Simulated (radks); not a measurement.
Task: Neutral caesium, [Xe] 6s1. All-electron calculation, non-relativistic Kohn-Sham, r2SCAN, spin-polarised, spherical densities, point nucleus; meta-GGA in the generalised Kohn-Sham scheme. Program: a radial shooting solver on a logarithmic mesh with Libxc functionals. Every spin shell is full or empty, so the densities are truly spherical. Functionals are evaluated on that one density, not self-consistently. Rank these orbital-free kinetic functionals by their error against the exact value of the orbitals, and give that value: Thomas-Fermi, von Weizsacker, TF + vW, TF + vW/9, LC94, APBEK, revAPBEK, Perdew 92, Thakkar, LKT, PG1, DePristo-Kress, Ernzerhof.

Result: Exact: 7554.02 hartree. From best to worst, with 100 (|E| - |E exact|)/|E exact| (equal figures are ties): LC94 +0.06, APBEK +0.10, DePristo-Kress -0.12, revAPBEK +0.27, Ernzerhof -0.42, Thakkar -0.62, Perdew 92 -0.67, TF + vW/9 -0.68, Thomas-Fermi -5.16, PG1 +14.51, LKT +18.50, TF + vW +35.14, von Weizsacker -59.70.
